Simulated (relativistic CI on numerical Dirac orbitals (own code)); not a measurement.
# Calculated levels, W17+

Calculated at this level of theory: Dirac-Coulomb-Breit CI, orbitals from a KLI potential per configuration, model QED (radiative potential, 1s self-energy scaled to tabulated hydrogen-like ionisation energies), unscaled Slater integrals (own radial code, finite nucleus).

Configurations in the expansion (outside the closed core [Ar] 3d10): 4s2.4p6.4d10.4f11, 4s2.4p6.4d10.4f10.5s, 4s2.4p6.4d10.4f9.5s2, 4s2.4p6.4d10.4f10.5p, 4s2.4p6.4d10.4f10.5d, 4s2.4p6.4d9.4f12, 4s2.4p6.4d10.4f10.6s, 4s2.4p6.4d8.4f13, 4s2.4p5.4d10.4f12, 4s2.4p4.4d10.4f13, 4p6.4d10.4f13, 4s.4p6.4d10.4f11.5s, 4s.4p6.4d9.4f13, 4s.4p6.4d10.4f11.6s. Levels of other configurations are missing.

The lowest level is 4s2.4p6.4d10.4f11 4I°_15/2, with 95 % of that term; Hund's rules for 4s2.4p6.4d10.4f11 give 4I° with J = 15/2, in agreement.

| No. | Configuration | Term | J | E (cm⁻¹) | % | Next component (%) | Landé g |
| --- | --- | --- | --- | --- | --- | --- | --- |
| 1 | 4s2.4p6.4d10.4f11 | 4I° | 15/2 | 0.0 | 95 | 4 2K° | 1.192 |
| 2 | 4s2.4p6.4d10.4f11 | 4I° | 13/2 | 15779.0 | 98 | 1 2K° | 1.103 |
| 3 | 4s2.4p6.4d10.4f11 | 4I° | 11/2 | 21384.9 | 59 | 35 2H° | 1.021 |
| 4 | 4s2.4p6.4d10.4f11 | 2G° | 9/2 | 22635.7 | 31 | 29 4F° | 1.062 |
| 5 | 4f10(5I).5s | 6I | 17/2 | 23289.7 | 90 | 9 4K | 1.280 |
| 6 | 4s2.4p6.4d10.4f11 | 4I° | 9/2 | 31870.1 | 47 | 36 4F° | 0.987 |
| 7 | 4s2.4p6.4d10.4f11 | 4S° | 3/2 | 33177.4 | 47 | 28 2P° | 1.494 |
| 8 | 4f10(5I).5s | 6I | 15/2 | 33687.0 | 83 | 9 4I | 1.221 |
| 9 | 4s2.4p6.4d10.4f11 | 4I° | 11/2 | 37708.7 | 36 | 33 2H° | 1.099 |
| 10 | 4s2.4p6.4d10.4f11 | 4F° | 7/2 | 41730.1 | 86 | 13 2G° | 1.189 |
| 11 | 4f10(5I).5s | 6I | 13/2 | 43267.1 | 90 | 4 4I | 1.151 |
| 12 | 4s2.4p6.4d10.4f11 | 4F° | 5/2 | 44221.9 | 71 | 27 2D° | 1.071 |
| 13 | 4s2.4p6.4d10.4f11 | 4F° | 3/2 | 44528.7 | 42 | 32 4S° | 1.020 |
| 14 | 4s2.4p6.4d10.4f11 | 4F° | 9/2 | 49370.6 | 31 | 31 2G° | 1.089 |
| 15 | 4f10(5I).5s | 6I | 11/2 | 49729.6 | 85 | 9 4H | 1.047 |
| 16 | 4f10(5I).5s | 4I | 15/2 | 50458.8 | 74 | 13 6I | 1.184 |
| 17 | 4s2.4p6.4d10.4f11 | 2K° | 15/2 | 52546.7 | 89 | 7 2L° | 1.062 |
| 18 | 4s2.4p6.4d10.4f11 | 4G° | 11/2 | 52968.7 | 60 | 35 2H° | 1.193 |
| 19 | 4s2.4p6.4d10.4f11 | 2G° | 7/2 | 53934.5 | 53 | 29 4G° | 0.969 |
| 20 | 4f10(5I).5s | 6I | 9/2 | 54665.9 | 82 | 13 4H | 0.855 |
| 21 | 4s2.4p6.4d10.4f11 | 4G° | 9/2 | 56534.6 | 73 | 15 2H° | 1.081 |
| 22 | 4f10(5F).5s | 6F | 11/2 | 57190.3 | 68 | 23 4G | 1.380 |
| 23 | 4f10(5I).5s | 6I | 7/2 | 58816.8 | 82 | 16 4H | 0.486 |
| 24 | 4s2.4p6.4d10.4f11 | 2P° | 1/2 | 61816.6 | 93 | 7 4D° | 0.616 |
| 25 | 4s2.4p6.4d10.4f11 | 4F° | 3/2 | 62319.5 | 38 | 27 2P° | 0.989 |
| 26 | 4f10(5I).5s | 4I | 13/2 | 63546.1 | 72 | 15 4H | 1.128 |
| 27 | 4s2.4p6.4d10.4f11 | 2K° | 13/2 | 64242.6 | 84 | 15 2I° | 0.954 |
| 28 | 4f10(5S).5s | 6S | 5/2 | 64248.0 | 56 | 22 4P | 1.751 |
| 29 | 4f10(5F).5s | 6F | 9/2 | 64667.2 | 80 | 8 4F | 1.383 |
| 30 | 4s2.4p6.4d10.4f11 | 2D° | 5/2 | 67693.7 | 52 | 19 4G° | 1.045 |
| 31 | 4s2.4p6.4d10.4f11 | 4G° | 5/2 | 67987.6 | 48 | 24 2D° | 0.872 |
| 32 | 4f10(3K).5s | 4K | 17/2 | 69358.2 | 66 | 12 2L | 1.156 |
| 33 | 4s2.4p6.4d10.4f11 | 4G° | 7/2 | 69767.4 | 59 | 33 2G° | 0.972 |
| 34 | 4f10(5F).5s | 6F | 7/2 | 70239.7 | 85 | 8 4F | 1.376 |
| 35 | 4f10(5F).5s | 6F | 3/2 | 70742.2 | 44 | 27 4D | 1.079 |
| 36 | 4f10(5F).5s | 6F | 5/2 | 71980.3 | 55 | 21 6S | 1.449 |
| 37 | 4f10(5I).5s | 4I | 11/2 | 72294.4 | 59 | 12 2H | 1.067 |
| 38 | 4f10(5G).5s | 6G | 13/2 | 72785.8 | 75 | 11 4H | 1.327 |
| 39 | 4s2.4p6.4d10.4f11 | 2D° | 5/2 | 74261.3 | 49 | 27 4D° | 1.107 |
| 40 | 4f10(5F).5s | 4F | 9/2 | 75042.6 | 28 | 23 4G | 1.202 |
| 41 | 4s2.4p6.4d10.4f11 | 2H° | 9/2 | 75088.5 | 41 | 34 2G° | 1.017 |
| 42 | 4f10(3K).5s | 4K | 15/2 | 75249.9 | 48 | 15 4L | 1.058 |
| 43 | 4f10(5F).5s | 6F | 1/2 | 75919.0 | 71 | 27 4D | -0.440 |
| 44 | 4s2.4p6.4d10.4f11 | 4D° | 7/2 | 77618.6 | 87 | 6 2F° | 1.382 |
| 45 | 4s2.4p6.4d10.4f11 | 2I° | 11/2 | 77901.8 | 64 | 33 2H° | 0.984 |

Energies count from the lowest computed level; ° marks odd parity. Percentages are summed over parent terms; the parents shown are those of the largest component, closed shells are left out there.

The mean weight of the leading LS term, summed over parents, in these 45 levels is 65 %, and that of the leading jj configuration (from the same eigenvectors) 60 %.

At this charge transitions that keep the count of f electrons are usually good to a few per cent. Terms inside the open d or f shell come out 10 to 20 % too wide with unscaled integrals. Levels that differ in their count of f electrons can be misplaced by several ten thousand cm⁻¹, since the correlation energy of f electrons is missing or only estimated; rates across such gaps can be off by orders of magnitude.

LS names give the leading component of a level, which can be under half, so a name can repeat, a term be missing and a line seem to break the LS rules.
